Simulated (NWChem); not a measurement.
System: CH4Be; SMILES [BeH][CH3]

```xyz
6

Be     0.0000     0.0000    -1.0606
H      0.0000     0.0000    -2.4050
C      0.0000     0.0000     0.6189
H      0.7236     0.7312     1.0443
H      0.2715    -0.9923     1.0443
H     -0.9951     0.2610     1.0443
```
Atoms are numbered in this order, from 1.

Level: PBE-D3(BJ)/def2-SVP (NWChem), optimised geometry, unscaled harmonic frequencies. 

| frequency (cm⁻¹) | IR intensity (km/mol) |
|---|---|
| 430 | 12.5 |
| 430 | 12.5 |
| 720 | 174.1 |
| 720 | 174.1 |
| 850 | 20.2 |
| 1183 | 49.3 |
| 1367 | 0.8 |
| 1367 | 0.8 |
| 2110 | 152.7 |
| 2949 | 0.0 |
| 3036 | 4.5 |
| 3036 | 4.5 |

| Item | Value |
|---|---|
| zero-point energy | 26.0 kcal/mol |
| thermal correction to the enthalpy at 298.15 K (with zero-point energy) | 28.9 kcal/mol |
| heat capacity Cv | 11.4 cal/(mol K) |
| entropy at 298.15 K and 1 atm (symmetry number 3) | 55.1 cal/(mol K) |
| dipole moment | 0.74 D |

Rigid rotor and harmonic oscillator.
